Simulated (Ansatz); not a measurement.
Reaction (SMILES): N#P (N-P) → N atom + P atom
B3LYP-D3(BJ)/def2-TZVP geometries, fixed; electronic energies without zero-point terms.

Basis-set convergence of the atomisation energy at HF with Ansatz (a first-principles code). Cartesian d functions, on some or all atoms, in 6-311G**, 6-311+G**; all else is spherical. A restricted Hartree-Fock determinant is unstable towards unrestricted orbitals. Open shells are unrestricted. No added dispersion term, no relativity. Functions are those of the species that has most. Reference: the value in aug-cc-pV(5+d)Z, 41.03 kcal/mol, itself unsure by roughly 0.20 kcal/mol (its mean distance from pcseg-4, aug-pcseg-3, aug-cc-pV(Q+d)Z). Deviations are taken from unrounded values.

| basis | functions | atomisation energy (kcal/mol) |
|---|---|---|
| def2-SVP | 32 | 32.10 |
| def2-SVPD | 44 | 34.88 |
| pcseg-1 | 32 | 33.17 |
| aug-pcseg-1 | 50 | 36.57 |
| cc-pV(D+d)Z | 37 | 32.45 |
| aug-cc-pV(D+d)Z | 55 | 35.28 |
| 6-311G** | 45 | 31.96 |
| 6-311+G** | 53 | 32.28 |
| pcseg-2 | 64 | 38.96 |
| aug-pcseg-2 | 96 | 40.29 |
| def2-TZVP | 68 | 39.56 |
| def2-TZVPD | 80 | 39.91 |
| cc-pV(T+d)Z | 69 | 39.54 |
| aug-cc-pV(T+d)Z | 101 | 40.05 |
| def2-TZVPP | 73 | 39.59 |
| def2-TZVPPD | 85 | 39.93 |
| cc-pV(Q+d)Z | 119 | 40.75 |
| aug-cc-pV(Q+d)Z | 169 | 40.91 |
| pcseg-3 | 124 | 41.13 |
| aug-pcseg-3 | 174 | 41.28 |
| def2-QZVPP | 127 | 40.71 |
| def2-QZVPPD | 139 | 40.76 |
| cc-pV(5+d)Z | 191 | 40.99 |
| aug-cc-pV(5+d)Z | 263 | 41.03 |

What the diffuse functions change, pair by pair:
- def2-SVP to def2-SVPD: 12 more functions, deviation -8.93 to -6.15 kcal/mol
- pcseg-1 to aug-pcseg-1: 18 more functions, deviation -7.86 to -4.46 kcal/mol
- cc-pV(D+d)Z to aug-cc-pV(D+d)Z: 18 more functions, deviation -8.58 to -5.75 kcal/mol
- 6-311G** to 6-311+G**: 8 more functions, deviation -9.07 to -8.74 kcal/mol
- pcseg-2 to aug-pcseg-2: 32 more functions, deviation -2.06 to -0.74 kcal/mol
- def2-TZVP to def2-TZVPD: 12 more functions, deviation -1.46 to -1.12 kcal/mol
- cc-pV(T+d)Z to aug-cc-pV(T+d)Z: 32 more functions, deviation -1.49 to -0.97 kcal/mol
- def2-TZVPP to def2-TZVPPD: 12 more functions, deviation -1.44 to -1.10 kcal/mol
- cc-pV(Q+d)Z to aug-cc-pV(Q+d)Z: 50 more functions, deviation -0.28 to -0.12 kcal/mol
- pcseg-3 to aug-pcseg-3: 50 more functions, deviation 0.10 to 0.25 kcal/mol
- def2-QZVPP to def2-QZVPPD: 12 more functions, deviation -0.32 to -0.27 kcal/mol
- cc-pV(5+d)Z to aug-cc-pV(5+d)Z: 72 more functions, deviation -0.04 to 0.00 kcal/mol

Leaving out the reference's own pair, they bring the value nearer the reference by more than 0.20 kcal/mol in 8 of 11 pairs.
